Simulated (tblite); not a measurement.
C8H6S2.
Structure used (GFN2-xTB), in Å, numbered top down from 1:
```xyz
16
C8H6S2 angstrom
C     -2.476    1.220   -0.345
C     -2.208    0.006    0.120
C     -0.883   -0.558    0.268
C     -0.661   -1.820    0.751
S      1.001   -2.278    0.839
C      1.466   -0.737    0.208
C      2.701   -0.129   -0.099
C      2.518    1.125   -0.581
S      0.854    1.593   -0.673
C      0.360    0.061   -0.044
H     -3.488    1.576   -0.428
H     -1.701    1.899   -0.657
H     -3.012   -0.652    0.426
H     -1.403   -2.526    1.069
H      3.659   -0.597    0.032
H      3.266    1.825   -0.897
```

All values are computed: GFN2-xTB (tblite) harmonic vibrations without scaling, gas phase. Errors from tens to a few hundred cm⁻¹ against measured bands are possible. One conformer, not necessarily the lowest.

Harmonic wavenumbers (cm⁻¹): 77.2, 146.2, 170.3, 211.3, 251.0, 332.4, 406.8, 411.5, 466.5, 491.5, 535.0, 579.8, 591.7, 678.9, 693.7, 726.1, 749.8, 794.9, 823.0, 863.1, 885.0, 898.1, 990.3, 1006.0, 1077.2, 1113.7, 1130.8, 1158.4, 1290.3, 1338.4, 1384.0, 1407.6, 1437.2, 1494.0, 1511.0, 1670.2, 3054.9, 3111.9, 3138.3, 3143.1, 3153.9, 3165.9.

A = 1292, B = 1201, C = 622.5 MHz; mass 165.991 u (most abundant isotopes); point group Cs, symmetry number 1.

Problem. Zero-point energy?

Solution. Half the sum of the wavenumbers: 24280 cm⁻¹ = 69.42 kcal/mol.

Problem. What is S at 273.15 K and 1 bar for an ideal gas of classical rigid rotors and harmonic oscillators?

Solution. Translation 40.82, rotation 29.93, vibration 19.14: S = 89.9 cal/(mol K).

Problem. And Cp and H(273.15 K) − H(0)?

Solution. Cp = 33.74 cal/(mol K), of which vibrations give 25.79 (their classical limit is 42 R = 83.5); H(273.15 K) − H(0) = 5.29 kcal/mol without the zero-point energy, 3.12 from vibrations.

Problem. Blend soft modes into free rotors: weight 1/[1 + (100 cm⁻¹/ν̃)⁴] for the oscillator and the rest for a rotor with moment μB/(μ + B), μ = h/(8π²ν), B = 10⁻⁴⁴ kg m². What vibrational entropy results?

Solution. 18.57 cal/(mol K) in place of 19.14, which changes −T·S at 273.15 K by +0.16 kcal/mol.

Problem. Which modes carry the vibrational entropy at 273.15 K?

Solution. 77.2 cm⁻¹: 3.79; 146.2 cm⁻¹: 2.55; 170.3 cm⁻¹: 2.27; 211.3 cm⁻¹: 1.87; 251.0 cm⁻¹: 1.57; 332.4 cm⁻¹: 1.11 cal/(mol K); the other 36 give 5.97 together.

Hindered rotation and anharmonicity are outside this model. Other conformers, if any are populated, would add a mixing term that is left out.
